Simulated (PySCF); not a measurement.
# C₆ coefficients of unlike pairs at PBE0

Calculated with PySCF 2.14 from the dipole response of each species, C₆(A,B) = (3/π) ∫ α_A(iu) α_B(iu) du, in atomic units, from isotropic polarisabilities. For ions this is the dispersion term alone; charge-induced terms of lower order in 1/R come first.

```
species           configuration                                                                            basis     relativity  α (bohr³)  C₆ (like pair)
   Ru³⁺           [Kr] 4d5 (6S)   x2c-TZVPPall with one added diffuse shell each of s, p, d, f type (9s7p7d3f1g)  spin-free X2C      4.861           22.14
     Ge  [Ar] 3d10 4s2 4p2 (3P)  x2c-QZVPPall with one added diffuse shell each of s, p, d, f type (12s9p6d5f1g)  spin-free X2C      42.69           372.5
     Al       [Ne] 3s2 3p1 (2P)                                                       aug-cc-pCVTZ-DK (8s7p5d3f)  spin-free X2C      62.70           558.4
    Co⁺           [Ar] 3d8 (3F)   x2c-TZVPPall with one added diffuse shell each of s, p, d, f type (7s6p5d3f1g)  spin-free X2C      8.946           31.40
```

Question: Estimate C₆ for Al with Ru³⁺.

Answer: The integral gives 77.95. The combination rule 2 C_A C_B / (C_A α_B/α_A + C_B α_A/α_B) gives 75.18 and the geometric mean 111.2.

No spin-orbit coupling is included.

The other pairs:

```tsv
pair	C₆
Ge, Ru³⁺	72.96
Co⁺, Al	114.6
Al, Ge	448.5
Co⁺, Ge	101.1
Co⁺, Ru³⁺	25.37
```
